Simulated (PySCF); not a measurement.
# Run times: copper in cc-pVTZ-DK

Measured wall times of calculations with PySCF 2.14 in cc-pVTZ-DK, with the spin-free X2C one-electron Hamiltonian (Gaussian nucleus), run from one Python driver. Hardware: 1 thread of Neoverse-N1 on a shared host, 1.3 GiB allowed. The two-electron integrals over 68 functions were computed once and kept in memory (1.6 CPU seconds with the set-up); the times below exclude them. Kohn-Sham runs start from converged Hartree-Fock orbitals.

Launch command (the driver calls PySCF for each step listed in the task file):

```bash
OMP_NUM_THREADS=1 python atomrun2.py TASK.json OUT
```

```json
{"species": "Cu²⁺ [Ar] 3d9", "step": "UHF", "iterations": "7", "wall time (s)": "0.76"}
{"species": "Cu²⁺ [Ar] 3d9", "step": "BP86", "iterations": "6", "wall time (s)": "1.9"}
{"species": "Cu²⁺ [Ar] 3d9", "step": "MP2 (9 electrons)", "iterations": "", "wall time (s)": "0.25"}
{"species": "Cu³⁺ [Ar] 3d8", "step": "UHF", "iterations": "6", "wall time (s)": "0.63"}
{"species": "Cu³⁺ [Ar] 3d8", "step": "BP86", "iterations": "6", "wall time (s)": "1.8"}
{"species": "Cu³⁺ [Ar] 3d8", "step": "r2SCAN", "iterations": "6", "wall time (s)": "4.2"}
{"species": "Cu³⁺ [Ar] 3d8", "step": "MP2 (8 electrons)", "iterations": "", "wall time (s)": "0.24"}
```

Task: Roughly how long does r2SCAN take for Cu²⁺ [Ar] 3d9 here?

Result: About 4.2 s.

Peak memory of the process: 0.27 GiB. Times on a shared host vary from run to run.
